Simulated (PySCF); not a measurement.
# Ne (neon, neutral): r2SCAN calculation

Configuration: [Ne], closed-shell 1S. Computed with PySCF 2.14 in x2c-TZVPPall with one added diffuse shell each of s, p, d type (6s4p3d1f, 40 functions), with scalar relativity by spin-free X2C-1e.

```
Total energy                        : -129.0672 hartree
One-electron energy                 : -182.6455 hartree
Hartree (Coulomb) energy            : 66.0663 hartree
Exchange-correlation energy         : -12.4880 hartree
⟨S²⟩                                : 0.0000
⟨L²⟩                                : 0.000
Sum of ⟨r⟩                          : 7.952 bohr
Sum of ⟨r²⟩                         : 9.638 bohr²
Langevin diamagnetic susceptibility : -7.63 ×10⁻⁶ cm³/mol
```

```json
{"shell": "1s", "electrons": "2", "mean orbital energy (eV)": "-837.69", "rms radius, mean of both spins (bohr)": "0.183"}
{"shell": "2s", "electrons": "2", "mean orbital energy (eV)": "-38.386", "rms radius, mean of both spins (bohr)": "0.989"}
{"shell": "2p", "electrons": "6", "mean orbital energy (eV)": "-13.968", "rms radius, mean of both spins (bohr)": "1.13"}
```
